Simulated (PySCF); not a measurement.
## Two-component Hartree-Fock for Ga³⁰⁺ (gallium, charge +30)

Start: 1s1; 1s1/2 filled at m_j = +1/2. Calculated with PySCF 2.14 in an even-tempered Gaussian basis (15 s from 44 bohr⁻², ratio 2.4; 9 p from 57 bohr⁻², ratio 2.4; 3 d from 170 bohr⁻², ratio 2.6; 3 f from 260 bohr⁻², ratio 2.6): generalised Hartree-Fock with the X2C-1e Hamiltonian and a Gaussian nucleus; one run each with spin-orbit coupling (SO) switched off, then screened by Boettger's factors, then bare.

```tsv
spinor shell	electrons	ε, spin-free (eV)	ε, screened SO (eV)	ε, bare SO (eV)	weight of nominal j (screened SO)	rms radius, screened SO (bohr)
1s1/2	1	-13246.6	-13246.6	-13246.6	1.000	0.0547
```

```
   quantity   spin-free  screened SO     bare SO
E (hartree)  -486.80428   -486.80428  -486.80428
        M_J         1/2          1/2         1/2
       ⟨J²⟩       0.750        0.750       0.750
       ⟨L²⟩       0.000        0.000       0.000
       ⟨S²⟩       0.750        0.750       0.750
```

Without spin-orbit coupling the j labels of p, d and f shells carry no meaning; the spin-free column gives the mean over the occupied spinors of each nl shell.
